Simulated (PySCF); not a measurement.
Isomers of C9H9F. The calculation used PBE0-D3(BJ)/def2-SVP geometry optimisation, gas phase (PySCF 2.14.0). Energies are electronic, without zero-point or thermal terms, for one conformer each. No frequencies were run at this level. Point groups hold within 0.08 Å.

Question: Order them by energy at this level, lowest first, and give relative energies in kcal/mol.
A. `[F:1][CH2:2][C:3]1=[CH:4][C@@H:5]2[C@@H:6]3[CH:7]=[CH:8][C@H:9]1[C@H:10]23` with F1–C2–C3–C4 2°, C3–C4–C5–C6 56°, C4–C5–C6–C7 0°, C5–C6–C7–C8 -55°, C7–C8–C9–C10 -16°
B. `[F:1][c:2]1[cH:3][cH:4][cH:5][c:6]([CH:7]2[CH2:8][CH2:9]2)[cH:10]1` with C5–C6–C7–C8 147°
C. `[CH2:1]=[CH:2][c:3]1[cH:4][cH:5][c:6]([CH2:7][F:8])[cH:9][cH:10]1` with C1–C2–C3–C4 -3°, C5–C6–C7–F8 -4°
D. `[CH2:1]=[CH:2][c:3]1[cH:4][cH:5][c:6]([CH3:7])[cH:8][c:9]1[F:10]` with C1–C2–C3–C4 -3°
E. `[F:1][c:2]1[cH:3][cH:4][c:5]([CH:6]2[CH2:7][CH2:8]2)[cH:9][cH:10]1` with C4–C5–C6–C7 -36°
F. `[CH2:1]=[CH:2][CH2:3][c:4]1[cH:5][cH:6][c:7]([F:8])[cH:9][cH:10]1` with C1–C2–C3–C4 121°, C2–C3–C4–C5 129°
G. `[F:1][CH2:2][C@:3]12[CH:4]=[CH:5][C@H:6]([CH:7]=[CH:8]1)[CH:9]=[CH:10]2` with F1–C2–C3–C4 61°

Answer: D (0.0), B (4.6), E (5.2), F (5.7), C (5.9), A (38.1), G (43.8).

As drawn, the lowest has an aromatic ring, which the highest lacks; the highest has a quaternary carbon, which the lowest lacks. Neighbours under 2.5 kcal/mol apart (Fc1cccc(C2CC2)c1 and Fc1ccc(C2CC2)cc1; Fc1ccc(C2CC2)cc1 and C=CCc1ccc(F)cc1; C=CCc1ccc(F)cc1 and C=Cc1ccc(CF)cc1) can change places with a better method, another conformer or zero-point energy.

```csv
SMILES,E (Eh),E rel (kcal/mol),dipole (D),point group,"A, B, C (MHz)"
C=Cc1ccc(C)cc1F,-447.38206,0.0,1.66,–,"2509, 959.9, 697.4"
Fc1cccc(C2CC2)c1,-447.37479,4.6,1.74,near Cs,"2484, 933.0, 716.4"
Fc1ccc(C2CC2)cc1,-447.37374,5.2,1.91,Cs,"4124, 730.1, 652.1"
C=CCc1ccc(F)cc1,-447.37296,5.7,1.48,C1,"3906, 672.0, 592.6"
C=Cc1ccc(CF)cc1,-447.37263,5.9,1.46,near Cs,"3962, 685.2, 586.5"
FCC1=C[C@@H]2[C@@H]3C=C[C@H]1[C@H]23,-447.32142,38.1,1.60,C1,"2883, 1083, 960.7"
FCC12C=CC(C=C1)C=C2,-447.31228,43.8,1.64,Cs,"2677, 1165, 1135"
```

As an exercise, what shares would exp(−E/RT) give at 500 K from these electronic energies alone (no entropy, no degeneracies)?

RT = 0.994 kcal/mol: C=Cc1ccc(C)cc1F 97.9 %, Fc1cccc(C2CC2)c1 1.0 %, Fc1ccc(C2CC2)cc1 0.5 %, C=CCc1ccc(F)cc1 0.3 %, C=Cc1ccc(CF)cc1 0.3 %, FCC1=C[C@@H]2[C@@H]3C=C[C@H]1[C@H]23 under 0.1 %, FCC12C=CC(C=C1)C=C2 under 0.1 %.
